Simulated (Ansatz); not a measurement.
Relaxation of BH4NSSi (8 atoms, charge 0, multiplicity 1), to a largest force component of 0.02 eV/Å in at most 50 steps.

All numbers below come from RKS BHLYP-D4/def2-SVP in Ansatz 0.2.0.

```xyz
8
Properties=species:S:1:pos:R:3
N -0.612 1.589 -0.274
B -0.178 0.280 -0.224
Si 0.645 -1.209 0.631
S -0.262 -1.077 -1.397
H -1.078 1.973 -1.082
H -0.501 2.260 0.468
H 0.191 1.140 0.478
H -0.063 -2.235 1.389
```

**Question.** Where does it end, and by what steps?

**Answer.** The run converged. After 11 steps the energy has fallen by 5.364 eV; H7 moved furthest, 0.95 Å. Parted: N1–H7.

```csv
step,energy less start (eV),largest force component (eV/Å),accepted
0,0.0000,4.488,yes
1,-1.5506,3.044,yes
2,-2.9803,3.690,yes
3,-4.0918,3.721,yes
4,-4.8341,2.289,yes
5,-5.2526,1.106,yes
6,-5.3206,0.407,yes
7,-5.3418,0.353,yes
8,-5.3563,0.269,yes
9,-5.3618,0.162,yes
10,-5.3631,0.092,yes
11,-5.3637,0.020,yes
```

```xyz
8
Properties=species:S:1:pos:R:3
N -0.755 1.703 -0.355
B -0.179 0.449 -0.277
Si 0.956 -1.436 0.564
S -0.162 -0.954 -1.345
H -1.308 1.984 -1.145
H -0.656 2.405 0.355
H 0.520 0.308 0.787
H -0.275 -1.737 1.405
```

Whether the end is a true minimum wasn't checked by a vibrational analysis.

The run took 41 s on 2 threads of Arm Neoverse N1, on a shared host, peak memory 0.16 GiB.
